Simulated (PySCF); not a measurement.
These 2 structures share the formula [C3H3O5S]- (charge -1). Theory: PySCF 2.14.0, PBE0-D3(BJ)/def2-SVP geometry optimisation, gas phase. Energies are electronic, without zero-point or thermal terms, for one conformer each. No frequencies were run at this level. Point groups hold within 0.08 Å.

Problem. Order them by energy at this level, lowest first, and give relative energies in kcal/mol.
A. `[O:1]=[C:2]1[O:3][CH2:4][C@@H:5]1[S:6](=[O:7])(=[O:8])[O-:9]` (charge -1) with C4–C5–S6–O7 70°
B. `[O:1]=[C:2]([O-:3])/[CH:4]=[CH:5]/[S:6](=[O:7])(=[O:8])[OH:9]` (charge -1) with C4–C5–S6–O7 -8°, C5–S6–O9–H -70°

Solution. A (0.0), B (15.0).

As drawn, the lower has a four-membered ring, which the higher lacks; the higher has an O–H bond, which the lower lacks.

```json
{"SMILES": "O=C1OC[C@@H]1S(=O)(=O)[O-]", "E (Eh)": "-889.28981", "E rel (kcal/mol)": "0.0", "dipole about centre of mass (D)": "5.11", "point group": "C1", "A, B, C (MHz)": "2648, 1210, 1018"}
{"SMILES": "O=C([O-])/C=C/S(=O)(=O)O", "E (Eh)": "-889.26583", "E rel (kcal/mol)": "15.0", "dipole about centre of mass (D)": "7.14", "point group": "C1", "A, B, C (MHz)": "3344, 693.5, 655.5"}
```
